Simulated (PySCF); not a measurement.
Geometry (Å), atoms numbered from 1 in this order:
```xyz
15

C    -2.3378    0.8946   -0.4151
C    -1.8227   -0.2154   -0.9476
C    -1.0568   -1.2517   -0.1899
P     0.7487   -1.2985   -0.7019
C     1.3504   -0.0147    0.2118
C     2.7625    0.4420    0.2156
F     0.5903    0.7117    1.0378
H    -2.2335    1.1166    0.6513
H    -2.8757    1.6217   -1.0289
H    -1.9372   -0.3915   -2.0247
H    -1.1231   -1.0790    0.8947
H    -1.4547   -2.2583   -0.4000
H     3.1888    0.3604    1.2297
H     3.3710   -0.1533   -0.4773
H     2.8165    1.5037   -0.0782
```

Geometry: PBE0-D3(BJ)/def2-SVP; GIAO absolute shieldings from PySCF 2.14, gas phase, non-relativistic, averaged over equivalent atoms.

At KT2/pcSseg-1 (166 basis functions, 24 s wall time on 1 thread of an Arm Neoverse V2, shared host):
| atoms | σ (ppm) |
| --- | --- |
| C5 | -28.8 |
| C2 | 50.5 |
| C1 | 70.4 |
| C3 | 150.4 |
| C6 | 156.4 |
| P4 | 213.6 |
| F7 | 156.3 |
| H10 | 25.42 |
| H8 | 26.00 |
| H9 | 26.21 |
| H11/H12 | 28.47 |
| H13/H14/H15 | 28.86 |

Q: Estimate the result of repeating the calculation with PBE0/pcSseg-1.

A: 
```csv
atoms,σ at PBE0/pcSseg-1,change
C5,-41.7,-12.9
C2,42.1,-8.4
C1,61.2,-9.2
C3,152.8,+2.4
C6,157.8,+1.4
P4,168.9,-44.7
F7,177.8,+21.5
H10,25.34,-0.08
H8,25.84,-0.16
H9,26.03,-0.18
H11/H12,28.62,+0.15
H13/H14/H15,28.96,+0.10
```

The largest change is at P4 (phosphorus bonded to 2 C). Cost: 166 basis functions, 20 s wall time on 1 thread of an Arm Neoverse V2, shared host. The order of the carbon signals is the same at both levels.
